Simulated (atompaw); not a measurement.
# What one change does to a pseudopotential (hafnium, PAW (atompaw))

| Quantity | Value |
| --- | --- |
| Element | Hf |
| Generator | atompaw 4.2.0.5 |
| Type | PAW |
| Functional | LDA (PW92) |
| Relativity | scalar-relativistic |
| Frozen core | [Xe] 4f14 |
| Valence charge | 4 |
| Reference configuration | 5d2 6s1.5 6p0.5 |
| Partial waves | 6s (bound): rc 2.75 bohr; 6s channel at 0.1 Ry: rc 2.75 bohr; 6p (bound): rc 3.00 bohr; 6p channel at 0.4 Ry: rc 3.00 bohr; 5d (bound): rc 2.70 bohr; 5d channel at 1.6 Ry: rc 3.00 bohr |
| Local potential | troulliermartins scheme with l = 3 at 0 Ry, radius 2.65 bohr |
| Core correction | smooth core density matched at 2.75 bohr |
| Augmentation charge | sinc compensation charge, radius 2.35 bohr; PAW radius 3.00 bohr; waves and projectors: custom polynom vanderbiltortho |

All-electron outer shells of the reference configuration (LDA (PW92), scalar-relativistic, ld1.x):

| shell | level (eV) | outermost node (bohr) | outermost maximum (bohr) |
| --- | --- | --- | --- |
| 5p | -36.47 | 0.60 | 1.16 |
| 4f | -17.79 | – | 0.45 |
| 6s | -5.75 | 1.36 | 2.85 |
| 5d | -3.50 | 0.67 | 1.69 |
| 6p | -1.84 | 1.65 | 4.00 |

Change: local potential troulliermartins scheme with l = 3 at 0 Ry, radius 2.52 bohr.

Cutoffs: the cutoffs (Ry, on a coarse ladder) from which the occupation-weighted sum of valence levels, in a spherical-Bessel basis at the reference potential, stays within 10 and 1 mRy of its value at 400 Ry; they do not see the model core or the augmentation charge, which bear on the density cutoff.

Task: What does the change do?

Result: The potential gets neither clearly harder nor softer (12 Ry and 18 Ry → 12 Ry and 18 Ry); both files keep a bound ghost (p, s); the range in which the s phases agree widens (upper end 3.8 → at the end of the scan); the range in which the d phases agree narrows (upper end 4.0 → 2.2).

```tsv
quantity	base	changed
cutoff, loose	12 Ry	12 Ry
cutoff, tight	18 Ry	18 Ry
bound ghosts	s, p	s, p
s: phases at 3.00 bohr within 0.05 rad from the reference energy up to (Ry; the scan ends near 5)	3.8	to the end of the scan
p: phases at 3.00 bohr within 0.05 rad from the reference energy up to (Ry; the scan ends near 5)	5.0	4.4
d: phases at 3.00 bohr within 0.05 rad from the reference energy up to (Ry; the scan ends near 5)	4.0	2.2
lowest overlap eigenvalue by channel	s 0.24, p 0.51, d 0.79	s 0.19, p 0.50, d 0.80
```

 A true bound ghost makes a file unfit for plane-wave use even where its test errors are small: the radial tests pick states by their node count and pass the ghost by. The cutoffs see the waves, projectors and local potential, not the compensation charge or the core.
